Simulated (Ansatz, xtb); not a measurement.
Two structures of FH2SeSn+

We compare a, a singlet given by its coordinates, with b, `[H]/[Se+]=[SnH]\[F]`, a singlet. Both are isolated ions in the gas phase, relaxed with r2SCAN-D4/def2-SVP.

a (Å):

```yaml
atoms:
  - { symbol: F, position_ang: [2.1763, -0.2197, -0.3460] }
  - { symbol: Se, position_ang: [-1.0567, 0.1420, 0.3345] }
  - { symbol: Sn, position_ang: [1.6682, 0.5763, 1.3406] }
  - { symbol: H, position_ang: [-0.4728, -0.7822, -0.6579] }
  - { symbol: H, position_ang: [-1.3886, -0.9557, 1.2640] }
```

Close contacts (Å): F1–Sn3 1.93, Se2–Sn3 2.94, Se2–H4 1.48, Se2–H5 1.48.

b (Å):

```tsv
atom	x (Å)	y (Å)	z (Å)
F	-0.9175	0.8458	-0.3966
Se	1.4627	-0.8317	-2.4955
Sn	0.4708	-0.4564	-0.2994
H	0.7060	-1.0562	1.2666
H	0.5198	0.1683	-3.0476
```

Quicker runs give these differences E(b) − E(a): GFN2-xTB +1.583 eV; HF/STO-3G +0.273 eV (at GFN2-xTB geometries); r2SCAN-D4/def2-SVP//GFN2-xTB +1.594 eV.

Problem. Estimate E(b) − E(a) at the level CCSD(T)/def2-TZVPP.

Solution. Calculated at CCSD(T)/def2-TZVPP: E(b) − E(a) = +1.209 eV, so structure a lies lower.

The same difference at several levels:

```csv
level,geometry,E(b) − E(a) (eV),departure from the last row (eV),"job, with rough time for the two"
GFN2-xTB,GFN2-xTB,+1.583,+0.374,"optimisation, 0.17 s"
HF/STO-3G,GFN2-xTB,+0.273,−0.936,"single point, 0.72 s"
r2SCAN-D4/def2-SVP//GFN2-xTB,GFN2-xTB,+1.594,+0.385,"single point, 2.4 s"
r2SCAN-D4/def2-SVP,r2SCAN-D4/def2-SVP,+1.311,+0.102,"optimisation, 48 s"
HF/def2-TZVPP,r2SCAN-D4/def2-SVP,+1.188,−0.020,part of the CCSD(T) run
MP2/def2-TZVPP,r2SCAN-D4/def2-SVP,+1.304,+0.095,part of the CCSD(T) run
CCSD(T)/def2-TZVPP,r2SCAN-D4/def2-SVP,+1.209,,"single point, 1.9 min"
```

The levels shown agree on the order. The largest departure from CCSD(T)/def2-TZVPP is that of HF/STO-3G, 0.936 eV.

With harmonic frequencies from r2SCAN-D4/def2-SVP (ideal gas, rigid rotor, one conformer each, 298.15 K, 1 atm): the zero-point term adds −0.026 eV; ΔH is +1.168 and ΔG +1.228 eV.

The correlated steps freeze 14 core orbitals; the filled d shell of Se and Sn is correlated, in a basis made for valence electrons. Atoms past krypton carry core potentials in the def2 sets, other sets are all-electron and non-relativistic, and no spin–orbit term is included. Mirror images aren't counted in ΔG. Run with Ansatz 0.2.0, xtb 6.7.1; the last row on 2 threads of Arm Neoverse V2 on a shared host.
